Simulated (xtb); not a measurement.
C2H5O, charge -1, singlet, geometry from GFN2-xTB, atoms displaced at random by about 0.05 Å a coordinate. Base run: GFN2-xTB in xtb.

Here is a job for xtb.
```
$ xtb mol.xyz --gfn 2 --chrg -1 --opt --json

# file mol.xyz
8

C      0.04278023     1.33407910    -0.24197647
O     -0.01576651     0.02868230     0.59897547
C      0.04475475    -1.07410931    -0.13854813
H      0.84247815     1.31626233    -0.90705877
H     -1.00316697     1.16589976    -0.84669333
H     -0.04170842    -1.88782806     0.45209997
H     -0.91079826    -1.17398310    -0.80206545
H      0.95524356    -1.09431112    -0.90076249
```

The base run was repeated with changes; each row names its change, and settings that it needs were set with it.

```json
[
 {"change": "base", "ΔE vs base (kJ/mol)": "0.00", "optimiser steps": "8"},
 {"change": "opt level = vtight", "ΔE vs base (kJ/mol)": "-0.01", "optimiser steps": "13"},
 {"change": "engine = lbfgs", "ΔE vs base (kJ/mol)": "0.00", "optimiser steps": "-"},
 {"change": "opt level = extreme", "ΔE vs base (kJ/mol)": "-0.01", "optimiser steps": "13"},
 {"change": "alpb = chcl3", "ΔE vs base (kJ/mol)": "?", "optimiser steps": "8"},
 {"change": "opt level = sloppy", "ΔE vs base (kJ/mol)": "0.03", "optimiser steps": "6"},
 {"change": "opt level = lax", "ΔE vs base (kJ/mol)": "0.00", "optimiser steps": "7"},
 {"change": "opt level = tight", "ΔE vs base (kJ/mol)": "0.00", "optimiser steps": "10"},
 {"change": "opt level = loose", "ΔE vs base (kJ/mol)": "0.00", "optimiser steps": "7"},
 {"change": "engine = inertial", "ΔE vs base (kJ/mol)": "0.05", "optimiser steps": "-"}
]
```

Complete the blanks.


- alpb = chcl3, ΔE vs base (kJ/mol): -263.7
